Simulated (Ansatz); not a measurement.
`C[B](C)[ZnH]` and `C[B](C)[GeH3]` differ in one atom or group.

Ansatz, PBE0-D4/def2-TZVP geometries, multiplicity 1. 

Scalar relativity is left out up to krypton.

```tsv
property	`C[B](C)[ZnH]`
size of the dipole moment (ωB97M-V/def2-TZVPP) / D	1.35
HOMO–LUMO gap (B3LYP/def2-TZVPP) / eV	4.47
size of the dipole moment (B3LYP/def2-TZVPP) / D	1.42
HOMO energy (B3LYP/def2-TZVPP) / eV	-6.23
HOMO–LUMO gap (PBE0/def2-TZVPP) / eV	4.84
HOMO–LUMO gap (ωB97M-V/def2-TZVPP) / eV	8.68
```

Problem. Give the same properties after the change, and the shifts. (Best estimate.)

Solution. Computed: 
```json
{"property": "size of the dipole moment (ωB97M-V/def2-TZVPP) / D", "`C[B](C)[GeH3]`": "1.59", "shift": "0.24"}
{"property": "HOMO–LUMO gap (B3LYP/def2-TZVPP) / eV", "`C[B](C)[GeH3]`": "5.92", "shift": "1.45"}
{"property": "size of the dipole moment (B3LYP/def2-TZVPP) / D", "`C[B](C)[GeH3]`": "1.59", "shift": "0.17"}
{"property": "HOMO energy (B3LYP/def2-TZVPP) / eV", "`C[B](C)[GeH3]`": "-7.36", "shift": "-1.13"}
{"property": "HOMO–LUMO gap (PBE0/def2-TZVPP) / eV", "`C[B](C)[GeH3]`": "6.29", "shift": "1.45"}
{"property": "HOMO–LUMO gap (ωB97M-V/def2-TZVPP) / eV", "`C[B](C)[GeH3]`": "10.39", "shift": "1.71"}
```

With PBE0 the HOMO falls by 1.15 eV and the LUMO rises by 0.30 eV, so the gap widens by about 1.45 eV. PBE moves the HOMO by -1.03 eV and ωB97M-V by -1.17 eV. Dipoles are sizes alone; their direction can turn.

B3LYP here is the variant with VWN-RPA as its local correlation; programs differ in this.
